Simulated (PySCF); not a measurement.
Structure problem from calculated spectra and properties.

Formula: C3H7BF2.

- 13C NMR: chemical shifts (computed TMS as zero) by class: 23.0 (1 C), 20.0 (1 C), 17.4 (1 C) ppm [GIAO KT3/pcSseg-2]
- NMR, other nuclei: isotropic shieldings of nuclei other than C and H, by class: 72 (1 B), 245 (2 F) ppm [GIAO KT3/pcSseg-2]
- Valence photoelectron: vertical ionisation energy: 11.82 eV [ΔSCF CAM-B3LYP/def2-SVPD]
- Rotational structure: rotational constants A, B, C: 8.049, 1.672, 1.421 GHz [PBE0-D3(BJ)/def2-SVP]
- Couplings: largest of the computed one-bond spin–spin couplings (means over like bonds): 19F–11B -142.9 (×2), 13C–1H +131.7 (×2), 13C–1H +131.6 (×3), 13C–1H +120.7 (×2), 13C–11B +82.5, 13C–13C +37.2, 13C–13C +36.2 Hz [B3LYP/pcJ-1, spin–dipole term left out for some pairs]
- Polarisability: 51.2 au [CAM-B3LYP/def2-SVPD]
- UV, strongest line: among the 10 lowest singlet transitions: S9 at 9.99 eV (124 nm, f = 0.137) [TDDFT CAM-B3LYP/def2-SVPD]
- XPS: B1s 199.4, C1s 290.7, C1s 290.7, C1s 290.9, F1s 693.5 (×2) eV [ΔSCF SCAN, pcX-2 on the ionised atom, pcseg-1 elsewhere, spin-free X2C]
- Triplet: lowest triplet excitation (Tamm–Dancoff): 7.56 eV [TDA CAM-B3LYP/def2-SVPD]

The electronic properties come from PySCF, for the isolated species, density fitting. Levels stand in brackets. One conformer (not necessarily the lowest) at the PBE0-D3(BJ)/def2-SVP geometry, without solvent, vibrations or thermal averaging. NMR values are class means; diastereotopic atoms form classes of their own.

Question: What is the compound? Reason from the data.

Answer: Numbering: `[CH3:1][CH2:2][CH2:3][B:4]([F:5])[F:6]`. 3 carbons fall into 3 classes; from least to most shielded: chain CH2 carbon [C2] (23.0 ppm), methyl carbon [C1] (20.0 ppm), sp3 carbon bound to boron [C3] (17.4 ppm). The other shieldings belong to: 72 ppm, three-coordinate boron [B4]; 245 ppm, boron-bound fluorine [F5/F6]. The couplings run between: -142.9 Hz, boron-bound fluorine [F5] and three-coordinate boron [B4] (with 1 like pair); +131.7 Hz, chain CH2 carbon [C2] and its hydrogen (with 1 like pair); +131.6 Hz, methyl carbon [C1] and its hydrogen (with 2 like pairs); +120.7 Hz, sp3 carbon bound to boron [C3] and its hydrogen (with 1 like pair); +82.5 Hz, sp3 carbon bound to boron [C3] and three-coordinate boron [B4]; +37.2 Hz, methyl carbon [C1] and chain CH2 carbon [C2]; +36.2 Hz, chain CH2 carbon [C2] and sp3 carbon bound to boron [C3]. The core levels belong to: B1s 199.4 eV, three-coordinate boron [B4]; C1s 290.7 eV, sp3 carbon bound to boron [C3]; C1s 290.7 eV, methyl carbon [C1]; C1s 290.9 eV, chain CH2 carbon [C2]; F1s 693.5 eV, boron-bound fluorine [F5/F6]. One atom of each topological class was ionised and stands for its class. By its constants the optimised geometry is an asymmetric top. Structure: `CCCB(F)F`. Computed isomers that give other values at the same levels: `C[C@@H](BF)CF` (rotational constant A: 4.285 GHz; this holds for the one conformer computed); `CC(C)B(F)F` (rotational constant A: 4.592 GHz; this holds for the one conformer computed). The assignments are read from this structure; whether some other isomer fits the data as well wasn't checked.

The values belong to the conformer `[CH3:1][CH2:2][CH2:3][B:4]([F:5])[F:6]`: C1–C2–C3–B4 180°, C2–C3–B4–F5 -177°.
